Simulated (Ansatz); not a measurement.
One change: `NBCCN` becomes `CNCCN`.

Ansatz, PBE0-D4/def2-TZVP geometries, multiplicity 1. Each molecule was computed in one conformer, which needn't be the lowest.

```tsv
property	`NBCCN`
LUMO energy (PBE0/def2-TZVPP) / eV	0.94
LUMO energy (B3LYP/def2-TZVPP) / eV	0.66
HOMO–LUMO gap (PBE0/def2-TZVPP) / eV	7.64
HOMO–LUMO gap (PBE/def2-TZVPP) / eV	5.19
size of the dipole moment (ωB97M-V/def2-TZVPP) / D	1.59
size of the dipole moment (PBE/def2-TZVPP) / D	1.60
```

(1) What does the change do to each property? (Best estimate.)

Answers

(1) Ansatz gave: 
| property | `CNCCN` | shift |
| --- | --- | --- |
| LUMO energy (PBE0/def2-TZVPP) / eV | 1.10 | 0.16 |
| LUMO energy (B3LYP/def2-TZVPP) / eV | 0.75 | 0.09 |
| HOMO–LUMO gap (PBE0/def2-TZVPP) / eV | 7.64 | 0.00 |
| HOMO–LUMO gap (PBE/def2-TZVPP) / eV | 5.40 | 0.21 |
| size of the dipole moment (ωB97M-V/def2-TZVPP) / D | 1.88 | 0.29 |
| size of the dipole moment (PBE/def2-TZVPP) / D | 1.73 | 0.13 |

Dipoles are sizes alone; their direction can turn.

B3LYP here is the variant with VWN-RPA as its local correlation; programs differ in this.
